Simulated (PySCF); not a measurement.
Compound: C₇H₁₉BGaN.
Geometry (PBE0-D3(BJ)/def2-SVP, Å), atoms numbered from 1 in this order:
```
atom  x, y, z in Å
C1     1.5623   -1.5036   -0.8681
B2     1.5111   -0.1584   -0.0575
C3     2.8708    0.5989    0.1915
C4     0.2002    0.5728    0.4682
C5    -0.0909    1.6169   -0.6424
C6    -0.6504    0.9431   -1.8977
Ga7   -1.9330   -0.4512   -1.2372
N8    -1.0369   -0.2128    0.7289
C9    -1.9719    0.5735    1.5404
C10   -0.7735   -1.4777    1.4135
H11    1.9677   -2.2839   -0.1966
H12    0.6035   -1.8671   -1.2628
H13    2.2887   -1.4325   -1.6944
H14    3.5952   -0.0908    0.6597
H15    3.3244    0.8735   -0.7770
H16    2.8045    1.5051    0.8113
H17    0.4602    1.1107    1.4018
H18    0.8280    2.2004   -0.8310
H19   -0.8177    2.3527   -0.2571
H20    0.1566    0.4761   -2.4864
H21   -1.1296    1.6868   -2.5527
H22   -1.6817   -1.9802   -1.5751
H23   -3.4305   -0.0205   -0.9392
H24   -1.5441    0.7761    2.5393
H25   -2.9170    0.0263    1.6538
H26   -2.1979    1.5272    1.0487
H27   -0.2516   -1.3064    2.3734
H28   -0.1682   -2.1373    0.7843
H29   -1.7251   -1.9865    1.6204
```

Method: PBE0-D3(BJ)/def2-SVP geometry optimisation, gas phase in PySCF 2.14.0.

Which atoms are bound to Ga7, and at what distances?

4 atoms: H22 1.586 Å, H23 1.586 Å, C6 2.006 Å, N8 2.174 Å. The nearest atom not counted as bound is H20, at 2.61 Å.

List the angles at Ga7.

| angle | degrees | distance of the outer atoms (Å) |
| --- | --- | --- |
| C6–Ga7–H22 | 119.9 | 3.12 |
| C6–Ga7–H23 | 118.5 | 3.09 |
| H22–Ga7–H23 | 116.8 | 2.70 |
| N8–Ga7–H22 | 103.5 | 2.97 |
| N8–Ga7–H23 | 100.9 | 2.92 |
| C6–Ga7–N8 | 87.6 | 2.90 |

Describe the arrangement about Ga7 in numbers.

Angles from 87.6° to 119.9°; τ4 = (360° − α − β)/141° = 0.86 with α and β the two widest (0 for a square, 1 for a tetrahedron).

What are the other bond lengths?

C1–B2, B2–C3 1.574 Å; B2–C4 1.590 Å; C4–C5 1.552 Å; C5–C6 1.531 Å; N8–C9 1.467 Å; N8–C10 1.462 Å; C4–N8 1.488 Å. (A selection.)

Give some angles away from the centre.

C1–B2–C3 117.7°, C1–B2–C4 126.2°, C3–B2–C4 116.0°, B2–C4–C5 103.1°, B2–C4–N8 120.0°, C5–C4–N8 108.9°, C4–C5–C6 111.1°, C5–C6–Ga7 105.6°, Ga7–N8–C9 107.2°, Ga7–N8–C10 113.8°.

What are the rotational constants (commonest isotopes, rigid rotor)?

A = 1284, B = 752.0, C = 682.0 MHz: an asymmetric top.

Point group: C1 (no symmetry element, even within 0.4 Å). Charge 0, singlet. PBE0-D3(BJ)/def2-SVP frequencies: not computed here.

One conformer stands for the species.
